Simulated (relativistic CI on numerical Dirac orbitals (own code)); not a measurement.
# Mn⁺ in a cubic cluster: 1s photoemission with charge transfer

Computed with a charge-transfer multiplet model of a cubic metal-ligand cluster with up to 3 ligand holes, Slater and spin-orbit integrals from Dirac-Coulomb-Breit ions, Slater integrals scaled by 0.7. The ground state mixes d6 with configurations of k ligand holes L, whose averages lie at kΔ + k(k − 1)U_dd/2; a core hole lowers each added d electron by U_cd. 300 K, Lorentzian 1.1 eV and Gaussian 0.6 eV FWHM.

Atomic integrals in eV (Slater integrals scaled, ζ unscaled), ground: F2dd 6.303, F4dd 3.879, zeta_d 0.031; with the core hole: F2dd 7.688, F4dd 4.774, zeta_d 0.050, G2cd 0.037.

Cluster parameters (eV): Δ = 7.5, U_dd = 6.3, U_cd = 8.1, 10Dq(ligand) = 1.6, V(eg) = 2.1, V(t2g) = -1.08, final-state hopping factor = 0.8.

```csv
Case,n_d,d6,d7L,d8L2,d9L3,S
10Dq = -0.5 eV,6.10,0.90,0.10,0.00,0.00,2.00
10Dq = 0.4 eV,6.13,0.87,0.12,0.00,0.00,2.00
10Dq = 0.7 eV,6.13,0.88,0.12,0.00,0.00,2.00
10Dq = 1 eV,6.23,0.78,0.21,0.01,0.00,0.03
10Dq = 1.3 eV,6.23,0.78,0.21,0.01,0.00,0.01
```

Weights, n_d and S are thermal averages at 300 K. Binding energies count from the first peak over 30 % of the highest in each spectrum, which can be another peak from case to case. The parameters are a model scan and need not match a compound or its usual spin state. A negative ionic 10Dq is a model choice; hopping adds the covalent part of the field. Peaks in eV (height, largest 100):
- 10Dq = -0.5 eV: 0.0 (100), 3.0 (23), 4.1 (30)
- 10Dq = 0.4 eV: 0.0 (100), 5.0 (29)
- 10Dq = 0.7 eV: 0.0 (100), 5.0 (28)
- 10Dq = 1 eV: 0.0 (100), 6.2 (39)
- 10Dq = 1.3 eV: 0.0 (100), 6.1 (38)

Curve for 10Dq = 0.4 eV (points under 2 left out, the grid thinned):

(E (eV), Intensity): (-3.8, 2.6), (-3.5, 3.0), (-3.3, 3.4), (-3.0, 4.1), (-2.7, 5.0), (-2.5, 5.8), (-2.2, 7.4), (-2.0, 8.8), (-1.7, 12.0), (-1.4, 17.2), (-1.2, 22.6), (-0.9, 35.8), (-0.6, 58.2), (-0.4, 77.0), (-0.1, 98.3), (0.2, 93.3), (0.4, 76.9), (0.7, 49.8), (0.9, 36.3), (1.2, 23.6), (1.5, 16.9), (1.7, 14.3), (2.0, 12.1), (2.3, 11.0), (2.5, 10.9), (2.8, 11.2), (3.1, 11.8), (3.3, 12.0), (3.6, 12.3), (3.8, 12.6), (4.1, 14.3), (4.4, 18.7), (4.6, 22.9), (4.9, 28.1), (5.2, 27.6), (5.4, 24.0), (5.7, 16.8), (6.0, 10.9), (6.2, 8.2), (6.5, 5.7), (6.7, 4.6), (7.0, 3.5), (7.3, 2.8), (7.5, 2.4), (7.8, 2.0)

For the case 10Dq = 0.4 eV, Δ = 7.5 eV is larger than U_dd = 6.3 eV, the Mott-Hubbard side of the Zaanen-Sawatzky-Allen scheme. With the core hole the average of the configuration with one ligand hole lies at Δ − U_cd = -0.6 eV before mixing: the effective hopping of about 2.6 eV (from the holes of the mixed ground state) is comparable with this gap or larger, so the configurations mix strongly. The thermal average of S changes within this range, from 2.0 to 0.0; a value between half-integers is an average over states of different spin.
